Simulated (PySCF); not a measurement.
Molecule: `C[NH2+][B@H-](F)C#N`, C2H6BFN2.

Bonds (- single, = double, # triple, : aromatic): C1-N2 1.469 Å, N2-B3 1.637 Å, B3-F4 1.385 Å, B3-C5 1.596 Å, C5#N6 1.160 Å. C1 carries H7, H8, H9; N2 carries H10, H11; B3 carries H12. Formal charges: N2 +1, B3 -1. Stereochemistry as in C[NH2+][B@H-](F)C#N. H11 is pro-R; H10 is pro-S.

Geometry PBE0-D3(BJ)/def2-SVP throughout; GIAO in PySCF 2.14.0 with density-fitted response routines, gas phase, one conformer, non-relativistic; equivalent atoms averaged; functional PBE0.

For orientation, 6-311+G(2d,p) gives these shifts δ (against TMS, NH3, BF3·OEt2, CFCl3 at the same level): C5 132.8, C1 26.8, N6 318.6, N2 56.8, B3 -8.0, F4 -212.2, H7/H8/H9 2.59, H10 2.53, H12 3.30 ppm.

A run gave: C5 122.0, C1 25.4, N6 306.6, N2 55.0, B3 -5.9, F4 -179.8, H7/H8/H9 2.45, H10 2.35, H12 2.83 ppm (shifts δ (against TMS, NH3, BF3·OEt2, CFCl3 at the same level)).

Problem. Which basis set was used in that run?
A. aug-cc-pVDZ
B. IGLO-III
C. cc-pVTZ
D. def2-SVP

Solution. D. F4 tells them apart best: def2-SVP gives -179.8, IGLO-III gives -210.9, aug-cc-pVDZ gives -198.2, cc-pVTZ gives -203.0 ppm.
